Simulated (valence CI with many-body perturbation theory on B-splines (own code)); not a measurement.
## Energy levels of Fe XII

Calculated by relativistic CI+MBPT: five valence electrons over a frozen Dirac-Fock core [Ne], a basis of 9 s, 9 p, 8 d, 6 f, 3 g, 1 h functions for each j, with the one-electron correlation potential Σ1, the two-electron term Σ2, the three-electron term Σ3, Breit, model QED; selected CI, second order for the rest, scaled by the run's own slope (own B-spline code, finite nucleus).

No measured levels were compared; by estimate levels of excited configurations hold to 0.05 to 0.15 % of their energy, terms of the ground configuration to about 0.5 %. Among the levels kept, up to 1600 cm⁻¹ of a level comes from second order outside the variational space, and about a tenth of that is noise between levels of different J, which matters for small intervals.

Levels 1 to 32 of 32, with energies above the lowest level, 3s²3p³ ⁴S°_3/2. "Leading %" is the weight of the configuration and term that name the level; weights of strongly mixed levels are sums over their largest components and can fall short, so below about 35 % the name and the second component can differ from the true leading terms, or belong to a minority configuration. In the jj column 3d3/2^4 stands for four electrons in 3d with j = 3/2. Lifetimes count E1, E2, E3, M1 and M2 decay at the calculated energies, and are blank where another channel may lead or the interval is too uncertain; long ones can be off by a factor of two.

| No. | Configuration | Term | J | E (eV) | Leading % | Leading jj | Lifetime | g |
| --- | --- | --- | --- | --- | --- | --- | --- | --- |
| 1 | 3s²3p³ | ⁴S° | 3/2 | 0.000 | 94 | 3s^2 3p1/2 3p3/2^2 (48 %) |  | 1.982 |
| 2 | 3s²3p³ | ²D° | 3/2 | 5.184 | 85 | 3s^2 3p1/2 3p3/2^2 (47 %) | 18.3 ms | 0.870 |
| 3 | 3s²3p³ | ²D° | 5/2 | 5.746 | 96 | 3s^2 3p1/2 3p3/2^2 (96 %) | 319 ms | 1.200 |
| 4 | 3s²3p³ | ²P° | 1/2 | 9.231 | 96 | 3s^2 3p1/2 3p3/2^2 (96 %) | 3.82 ms | 0.665 |
| 5 | 3s²3p³ | ²P° | 3/2 | 10.024 | 82 | 3s^2 3p3/2^3 (78 %) | 1.59 ms | 1.281 |
| 6 | 3s3p⁴ | ⁴P | 5/2 | 34.016 | 88 | 3s 3p1/2^2 3p3/2^2 (68 %) | 614 ps | 1.595 |
| 7 | 3s3p⁴ | ⁴P | 3/2 | 35.209 | 88 | 3s 3p1/2 3p3/2^3 (75 %) | 568 ps | 1.730 |
| 8 | 3s3p⁴ | ⁴P | 1/2 | 35.743 | 87 | 3s 3p3/2^4 (31 %) | 538 ps | 2.661 |
| 9 | 3s3p⁴ | ²D | 3/2 | 42.145 | 75 | 3s 3p1/2 3p3/2^3 (46 %) | 273 ps | 0.812 |
| 10 | 3s3p⁴ | ²D | 5/2 | 42.387 | 76 | 3s 3p1/2 3p3/2^3 (60 %) | 303 ps | 1.205 |
| 11 | 3s²3p²3d | ²P | 3/2 | 48.334 | 49 | 3s 3p1/2 3p3/2^3 (29 %) | 107 ps | 1.323 |
| 12 | 3s3p⁴ | ²P | 1/2 | 48.920 | 33 | 3s 3p1/2^2 3p3/2^2 (35 %) | 96.1 ps | 1.114 |
| 13 | 3s3p⁴ | ²S | 1/2 | 50.923 | 53 | 3s 3p3/2^4 (43 %) | 118 ps | 1.552 |
| 14 | 3s²3p²3d | ⁴F | 3/2 | 52.928 | 93 | 3s^2 3p1/2^2 3d3/2 (44 %) | 5.01 ns | 0.426 |
| 15 | 3s²3p²3d | ⁴F | 5/2 | 53.397 | 91 | 3s^2 3p1/2 3p3/2 3d3/2 (56 %) | 8.81 ns | 1.047 |
| 16 | 3s²3p²3d | ⁴F | 7/2 | 54.084 | 92 | 3s^2 3p1/2 3p3/2 3d5/2 (64 %) | 37.2 ns | 1.245 |
| 17 | 3s²3p²3d | ²F | 5/2 | 54.900 | 78 | 3s^2 3p1/2 3p3/2 3d3/2 (63 %) | 9.45 ns | 0.956 |
| 18 | 3s²3p²3d | ⁴F | 9/2 | 54.932 | 95 | 3s^2 3p3/2^2 3d5/2 (50 %) |  | 1.328 |
| 19 | 3s²3p²3d | ²F | 7/2 | 55.431 | 51 | 3s^2 3p1/2 3p3/2 3d5/2 (59 %) | 29.8 ns | 1.271 |
| 20 | 3s²3p²3d | ⁴D | 1/2 | 55.467 | 95 | 3s^2 3p1/2 3p3/2 3d3/2 (76 %) | 1.47 ns | 0.009 |
| 21 | 3s²3p²3d | ⁴D | 3/2 | 55.598 | 92 | 3s^2 3p1/2 3p3/2 3d3/2 (40 %) | 1.44 ns | 1.177 |
| 22 | 3s²3p²3d | ⁴D | 5/2 | 56.130 | 72 | 3s^2 3p1/2 3p3/2 3d5/2 (46 %) | 2.11 ns | 1.254 |
| 23 | 3s²3p²3d | ⁴D | 7/2 | 57.289 | 49 | 3s^2 3p3/2^2 3d5/2 (89 %) | 2.67 μs | 1.288 |
| 24 | 3s²3p²3d | ²G | 7/2 | 61.314 | 95 | 3s^2 3p1/2 3p3/2 3d3/2 (48 %) | 3.67 ns | 0.894 |
| 25 | 3s²3p²3d | ²G | 9/2 | 61.693 | 95 | 3s^2 3p1/2 3p3/2 3d5/2 (50 %) |  | 1.116 |
| 26 | 3s²3p²3d | ²P | 3/2 | 62.285 | 49 | 3s^2 3p1/2 3p3/2 3d5/2 (36 %) | 14.9 ps | 1.315 |
| 27 | 3s²3p²3d | ⁴P | 5/2 | 63.570 | 83 | 3s^2 3p1/2 3p3/2 3d5/2 (47 %) | 11.7 ps | 1.582 |
| 28 | 3s²3p²3d | ²P | 1/2 | 63.777 | 50 | 3s^2 3p3/2^2 3d5/2 (31 %) | 14.8 ps | 0.825 |
| 29 | 3s²3p²3d | ⁴P | 3/2 | 64.101 | 80 | 3s^2 3p1/2 3p3/2 3d3/2 (34 %) | 11.6 ps | 1.674 |
| 30 | 3s²3p²3d | ⁴P | 1/2 | 64.476 | 79 | 3s^2 3p3/2^2 3d3/2 (50 %) | 11.1 ps | 2.493 |
| 31 | 3s²3p²3d | ²D | 3/2 | 65.291 | 83 | 3s^2 3p3/2^2 3d3/2 (34 %) | 55.7 ps | 0.868 |
| 32 | 3s²3p²3d | ²D | 5/2 | 66.634 | 85 | 3s^2 3p3/2^2 3d5/2 (51 %) | 29.1 ps | 1.211 |

Names give the largest LS component (configuration and term), which can be under half, so a name can repeat, a term be missing and a line seem to break the LS rules; names also repeat where a configuration has a term twice.

The ionisation energy to 3s²3p² ³P0 of the next ion comes out as 327.31 eV (NIST: 330.8 ± 0.6 eV (semi-empirical), further off than twice its uncertainty). All 32 levels together are meant to be complete up to 67.890 eV.
